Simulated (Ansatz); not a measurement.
Reaction (ligand exchange at the Si–S bond): `C[SiH](S)Cl` + `S[SiH2]Cl` → `C[SiH](Cl)S[SiH2]Cl` + H₂S

Gas-phase electronic energies from Ansatz, PBE0-D4/def2-TZVP geometries. CBS: MP2 limit from def2 TZ/QZ plus the TZ coupled-cluster correction, frozen cores. This one scheme is used for every species. Functionals use def2-TZVPP. Each species was taken in one conformer, which may not be the lowest.

`C[SiH](S)Cl`:

Cartesian coordinates in Å:
```
C -0.571 0.964 0.394
Si 0.540 -0.515 0.259
S -0.245 -2.014 -1.031
Cl 2.386 0.142 -0.383
H -1.553 0.663 0.766
H -0.699 1.440 -0.580
H -0.141 1.698 1.080
H 0.741 -1.210 1.550
H -0.458 -1.167 -2.054
```

`S[SiH2]Cl`:

Z-matrix (Å, degrees):
```
Si
Cl 1 2.054
S 1 2.120 2 112.9
H 1 1.478 2 108.5 3 -116.6
H 1 1.479 2 106.5 3 122.3
H 3 1.344 1 94.3 2 70.4
```

`C[SiH](Cl)S[SiH2]Cl`:

```xyz
12

C    -0.205   -0.973    2.216
Si    0.408   -0.365    0.578
Cl    1.579    1.308    0.843
S    -1.314    0.098   -0.601
Si   -0.430    1.066   -2.273
Cl    1.012   -0.092   -3.164
H    -0.797   -0.204    2.715
H     0.641   -1.234    2.857
H    -0.826   -1.861    2.079
H     1.254   -1.353   -0.124
H     0.211    2.339   -1.890
H    -1.533    1.272   -3.236
```

H₂S:

Z-matrix (Å, degrees):
```
S
H 1 1.341
H 1 1.341 2 92.3
```

```json
{"species": "`C[SiH](S)Cl`", "ωB97X-V energy (Eh)": "-1188.96515"}
{"species": "`S[SiH2]Cl`", "ωB97X-V energy (Eh)": "-1149.62771"}
{"species": "`C[SiH](Cl)S[SiH2]Cl`", "ωB97X-V energy (Eh)": "-1939.25320"}
{"species": "H₂S", "ωB97X-V energy (Eh)": "-399.34253"}
```

(1) Work out ΔE.

Largest T1 diagnostic among the species: 0.010.

## Answers

(1) ΔE = (-1939.25320) + (-399.34253) − (-1188.96515) − (-1149.62771) = -0.00287 Eh = -7.5 kJ/mol. CCSD(T)/CBS gives -9.7 kJ/mol.

The D4 term adds −12.4 kJ/mol with B3LYP and −7.2 kJ/mol with PBE0; it sums over pairs of atoms, weighted by their polarisabilities, and B3LYP, whose exchange is more repulsive, gets the larger term. In def2-TZVPP, CCSD(T) changes the Hartree–Fock value by −9.6 kJ/mol (the triples alone add −1.9 kJ/mol) and MP2 by −12.6 kJ/mol.

B3LYP here is the variant with VWN-RPA as its local correlation; programs differ in this.
